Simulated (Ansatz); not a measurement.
Bond stretch in BeH (cation, charge +1), singlet.

- RKS-PBE = restricted PBE/cc-pVQZ in Ansatz (a program for electronic structure)
- UKS-PBE = unrestricted PBE/cc-pVQZ (Ansatz)
- RKS-B3LYP = restricted B3LYP/cc-pVQZ run with Ansatz
- FCI = full CI/cc-pVQZ, frozen core run with Ansatz

Energies relative to the lowest point of each curve near equilibrium, in kJ/mol; the last columns give the error against full CI:

```
R / Å  RKS-PBE  UKS-PBE  RKS-B3LYP    FCI  RKS-PBE − FCI  UKS-PBE − FCI  RKS-B3LYP − FCI
-----  -------  -------  ---------  -----  -------------  -------------  ---------------
1.08      66.9     66.9       61.5   62.9            4.0            4.0             -1.4
1.14      34.8     34.8       30.7   31.5            3.3            3.3             -0.8
1.21      12.3     12.3        9.7   10.1            2.2            2.2             -0.3
1.24       6.5      6.5        4.7    4.9            1.6            1.6             -0.2
1.31       0.2      0.2        0.0    0.0            0.2            0.2              0.0
1.33       0.0      0.0        0.2    0.2           -0.2           -0.2              0.0
1.38       1.8      1.8        3.2    3.0           -1.2           -1.2              0.2
1.43       6.6      6.6        9.1    8.8           -2.2           -2.2              0.3
1.44       7.8      7.8       10.6   10.2           -2.4           -2.4              0.3
1.52      20.6     20.6       25.2   24.6           -3.9           -3.9              0.7
1.66      51.4     51.4       59.0   57.3           -5.9           -5.9              1.8
1.77      79.2     79.2       89.3   85.9           -6.7           -6.7              3.4
2.00     139.3    139.3      154.1  144.7           -5.4           -5.4              9.4
2.19     185.6    181.0      203.9  186.7           -1.1           -5.7             17.3
2.42     234.3    214.7      256.6  226.6            7.7          -12.0             29.9
2.67     277.3    237.1      303.4  257.2           20.1          -20.1             46.1
2.87     304.6    249.1      333.4  273.8           30.8          -24.7             59.6
3.27     343.1    264.2      376.9  292.4           50.7          -28.1             84.5
3.62     363.1    271.2      400.8  299.5           63.6          -28.2            101.3
4.06     376.0    275.0      418.1  303.0           73.0          -28.1            115.0
4.72     381.4    275.1      428.4  304.6           76.8          -29.5            123.8
5.31     380.0    273.1      430.3  305.0           75.0          -31.9            125.2
```

RKS-PBE is furthest from FCI at 4.72 (76.8 kJ/mol, above); its mean absolute error over the points is 19.9 kJ/mol.

UKS-PBE is furthest from FCI at 5.31 (-31.9 kJ/mol, below); its mean absolute error over the points is 11.3 kJ/mol.

RKS-B3LYP is furthest from FCI at 5.31 (125.2 kJ/mol, above); its mean absolute error over the points is 32.8 kJ/mol.

The restricted form behind RKS-PBE, RKS-B3LYP keeps the bonding electrons paired and can't separate into open-shell fragments. The unrestricted determinant behind UKS-PBE is spin-contaminated at 2.19 to 5.31 Å (<S²> up to 0.9, against 0.00 for a pure singlet).
